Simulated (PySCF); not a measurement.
Cl₇Si₃, SMILES [Si](Cl)(Cl)[Si](Cl)(Cl)[Si](Cl)(Cl)Cl, doublet, CAM-B3LYP/def2-SVP optimised geometry.

```
10

Cl     2.47     2.50     1.68
Si     0.41     2.42     1.80
Cl    -0.13     1.46     3.55
Si    -0.37     1.11     0.00
Cl    -2.43     1.09     0.08
Cl     0.26     2.00    -1.75
Si     0.38    -1.11     0.00
Cl    -0.31    -2.11    -1.65
Cl    -0.29    -2.04     1.70
Cl     2.43    -1.11     0.00
```

Density from unrestricted CAM-B3LYP/def2-TZVP (PySCF) at that geometry.

Minimum of the electron density along straight lines between bonded atoms, close to the bond critical point (lines longer than 1.1 times the sum of covalent radii, or with two minima, are not listed):

```json
[
 {"bond": "Cl1–Si2", "length / Å": "2.068", "ρ at the minimum / e bohr⁻³": "0.098", "∇²ρ there / e bohr⁻⁵": "0.19", "position (fraction from the first atom)": "0.64"},
 {"bond": "Si2–Cl3", "length / Å": "2.069", "ρ at the minimum / e bohr⁻³": "0.098", "∇²ρ there / e bohr⁻⁵": "0.19", "position (fraction from the first atom)": "0.37"},
 {"bond": "Si2–Si4", "length / Å": "2.360", "ρ at the minimum / e bohr⁻³": "0.094", "∇²ρ there / e bohr⁻⁵": "(withheld)", "position (fraction from the first atom)": "0.50"},
 {"bond": "Si4–Cl5", "length / Å": "2.063", "ρ at the minimum / e bohr⁻³": "0.100", "∇²ρ there / e bohr⁻⁵": "0.20", "position (fraction from the first atom)": "0.36"},
 {"bond": "Si4–Cl6", "length / Å": "2.062", "ρ at the minimum / e bohr⁻³": "0.100", "∇²ρ there / e bohr⁻⁵": "0.20", "position (fraction from the first atom)": "0.36"},
 {"bond": "Si4–Si7", "length / Å": "2.341", "ρ at the minimum / e bohr⁻³": "0.101", "∇²ρ there / e bohr⁻⁵": "-0.19", "position (fraction from the first atom)": "0.48"},
 {"bond": "Si7–Cl8", "length / Å": "2.049", "ρ at the minimum / e bohr⁻³": "0.104", "∇²ρ there / e bohr⁻⁵": "0.21", "position (fraction from the first atom)": "0.36"},
 {"bond": "Si7–Cl9", "length / Å": "2.049", "ρ at the minimum / e bohr⁻³": "0.104", "∇²ρ there / e bohr⁻⁵": "0.21", "position (fraction from the first atom)": "0.36"},
 {"bond": "Si7–Cl10", "length / Å": "2.050", "ρ at the minimum / e bohr⁻³": "0.103", "∇²ρ there / e bohr⁻⁵": "0.20", "position (fraction from the first atom)": "0.36"}
]
```

**Question.** What belongs in the gaps?

**Answer.** 
- Si2–Si4, ∇²ρ there / e bohr⁻⁵: -0.16
